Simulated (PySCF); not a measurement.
Problem. Give a PBE0-D3(BJ)/def2-SVP geometry of `C[Si@@H]([N-][SiH3])O[SiH3]`. (Charge -1.)

Solution. 
```xyz
16
CH10NOSi3 angstrom
C      0.021   -2.332   -0.798
Si     0.173   -0.454   -0.975
N     -0.750    0.482    0.011
Si    -2.113    1.191    0.622
O      1.801   -0.120   -0.558
Si     2.033    1.003    0.639
H     -0.965   -2.681   -1.148
H      0.799   -2.854   -1.380
H      0.125   -2.618    0.261
H      0.110   -0.194   -2.468
H     -1.844    2.123    1.792
H     -3.184    0.259    1.181
H     -2.925    2.070   -0.324
H      1.593    2.398    0.325
H      1.547    0.614    2.001
H      3.537    1.097    0.783
```

Orientation and origin are arbitrary. Atoms count from 1 in this order. The O–Si distances run from 1.658 Å (O5–Si6, drawn single) to 1.714 Å (Si2–O5, drawn single), a spread of 0.056 Å. N3 (nitrogen bonded to 2 Si) is bent (angle 158.3°). Si2 (oxygen-bound silicon) is distorted tetrahedral (angles from 104.2° to 118.0°). Si6 (oxygen-bound silicon) is distorted tetrahedral (angles from 104.5° to 116.0°).

Bonds between heavy atoms (Å): C1–Si2 1.892, Si2–N3 1.643, N3–Si4 1.653, Si2–O5 1.714, O5–Si6 1.658.

Method used: PBE0-D3(BJ)/def2-SVP geometry optimisation, gas phase (PySCF).

Point group: C1 (no symmetry element, even within 0.4 Å). No frequency check. The geometry's basis has no diffuse functions, a weakness for an anion. Torsions: C1–Si2–N3–Si4 -71°, C1–Si2–O5–Si6 -126°.

One conformer stands for the species.
